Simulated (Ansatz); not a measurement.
Input for Ansatz (a quantum-chemistry and plane-wave program): R-wB97M-V/def2-TZVPPD on C2H6BCl3O (a complex). Files ending in .json are basis or fitting sets from the Basis Set Exchange.

Ansatz 0.2 input:
```yaml
crystal:
  periodic: [false, false, false]
  atoms:
    - {symbol: Cl, position_ang: [0.68045160, -1.51242531, 0.89708230]}
    - {symbol: B, position_ang: [-0.10446912, 0.09061121, 1.33205578]}
    - {symbol: Cl, position_ang: [0.84588839, 1.54141302, 0.76787511]}
    - {symbol: Cl, position_ang: [-1.86355206, 0.18960138, 0.86069609]}
    - {symbol: C, position_ang: [-0.91884892, -0.80732252, 3.66728886]}
    - {symbol: O, position_ang: [-0.07916389, 0.15158716, 2.96169825]}
    - {symbol: C, position_ang: [1.22840797, 0.26529021, 3.59395508]}
    - {symbol: H, position_ang: [-0.98370649, -0.47437597, 4.69983166]}
    - {symbol: H, position_ang: [-0.46926567, -1.79613083, 3.59422944]}
    - {symbol: H, position_ang: [-1.88988333, -0.78751666, 3.19042376]}
    - {symbol: H, position_ang: [1.05763885, 0.54393433, 4.63048741]}
    - {symbol: H, position_ang: [1.76778016, 1.04083453, 3.06641236]}
    - {symbol: H, position_ang: [1.74549039, -0.68968425, 3.51736176]}
basis:
  gaussian:
    orbitals: def2-TZVPPD.json
hamiltonian:
  xc: {name: wB97M-V}
scf: {lower_state_search: off}
```

The head of its log:

```
WARN ansatz: RAYON_NUM_THREADS=6 ignored (pool sized by the plan → 6); use --threads N
Functional definition: wB97M-V
these checks for a lower state are left out or cut short: stability, starts, cluster_reference, orbital_swaps, neighbouring_geometries, increment
integrals: 1.02 GiB planned
2032 factors; their error is unknown
integrals: 1.07 GiB planned
528 factors; integrals over basis functions are off by at most 3.8e-5 eV
mean field: 6.61 GiB planned
mean field evaluation 1: about -42463.0118 eV, gradient 3.4e1 eV
mean field evaluation 2: about -42464.6201 eV, gradient 2.4e1 eV
```

Task: What total energy does the run end on?

Result: -1560.5862 hartree.
